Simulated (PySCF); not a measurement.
C5H13NP (charge +1).
Atom-mapped SMILES: `[CH2:1]=[CH:2][P+:3]([CH3:4])([CH3:5])[NH:6][CH3:7]` (hydrogens: H8, H9 on C1; H10 on C2; H11, H12, H13 on C4; H14, H15, H16 on C5; H17 on N6; H18, H19, H20 on C7)

The calculation used TDDFT CAM-B3LYP/def2-SVPD, vertical, gas phase, core orbitals frozen in the response in PySCF. The structure is a single GFN2-xTB conformer in the gas phase; no vibrational or solvent corrections. Torsions of this conformer, `[CH2:1]=[CH:2][P+:3]([CH3:4])([CH3:5])[NH:6][CH3:7]`: C1–C2–P3–C4 -89°, C2–P3–N6–C7 67°.

Broadening: Gaussians 0.25 eV wide at half height, area fixed by f = 4.319×10⁻⁹ ∫ε dν̃. The width is an assumption, not a result. The curve ends short of the highest state used, and states not computed would add to its high-energy end.

E (eV), ε (L mol⁻¹ cm⁻¹) and a bar:
```
     5.87          2 
     5.94         17 
     6.01         90 
     6.07        273 
     6.14        660 #
     6.21       1034 #
     6.27       1075 #
     6.34        751 #
     6.41        340 
     6.47        122 
     6.54         25 
     6.61          3 
     6.67          2 
     6.74         20 
     6.81        208 
     6.87       1078 #
     6.94       4909 ####
     7.01      14475 #############
     7.07      25874 #######################
     7.14      34033 ##############################
     7.21      29012 ##########################
     7.27      17996 ################
     7.34       7202 ######
     7.41       2597 ##
     7.47       1756 ##
     7.54       1649 #
     7.61       1251 #
     7.67        724 #
     7.74        259 
     7.81         60 
     7.87         12 
     7.94          3 
     8.01         14 
     8.07         52 
     8.14        165 
     8.21        359
```

**Question.** Locate the maxima and give the states behind the curve.

**Answer.** 198 nm (6.25 eV), ε about 1100, made up of S1 (100%); 173 nm (7.15 eV), ε about 34000, made up of S2 (100%) (ε in L mol⁻¹ cm⁻¹; maxima over ε = 5, shares over 10%). At its high-energy end, 8.21 eV, the curve is still rising (ε about 360, from S5). The states used: S1 6.25 eV (f 0.010); S2 7.15 eV (f 0.317); S3 7.43 eV (f 0.0023); S4 7.54 eV (f 0.014); S5 8.29 eV (f 0.0039); S6 8.51 eV (f 0.0073); S7 8.57 eV (f 0.057); S8 8.81 eV (f 0.012).

**Question.** On this curve, what absorbance would a 10⁻⁵ mol/L sample give at 193 nm over a 1 cm path?

**Answer.** 193 nm is 6.424 eV, where ε is about 280 L mol⁻¹ cm⁻¹, so A = ε c l ≈ 0.0028 (Beer–Lambert, with the gas-phase spectrum and the assumed width).

**Question.** Coming from long wavelengths, where does ε first pass 100 L mol⁻¹ cm⁻¹?

**Answer.** At about 206 nm (6.02 eV), 0.23 eV below S1.

**Question.** What would ε be at 7.15 eV, the highest of these maxima, with half the width (0.125 eV)?

**Answer.** About 68300 L mol⁻¹ cm⁻¹ against 34200, a factor of about 2.00; a lone state at its own centre would give exactly 2.
